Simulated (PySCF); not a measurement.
**Rh: excitation energy**

Rh [Kr] 4d8 5s1 (4F) → Rh [Kr] 4d7 5s2 (4F), as a difference of total energies. Computed with PySCF 2.14 in aug-cc-pVTZ-DK (9s8p6d3f2g, 102 functions), with the spin-free X2C one-electron Hamiltonian (Gaussian nucleus). Correlated levels: valence: [Kr] frozen. The calculations carry no spin-orbit coupling.

```csv
method,excitation energy (eV)
UHF,1.298
MP2 (valence),1.757
SCS-MP2 (valence),1.681
CCSD (valence),1.530
CCSD(T) (valence),1.542
```

Task: How much does correlation contribute at CCSD(T) (valence)?

Result: 1.542 − (1.298) = 0.244 eV, measured against UHF.

A first-order spin-orbit estimate (lowest level to lowest level, LS coupling) adds -0.021 eV.
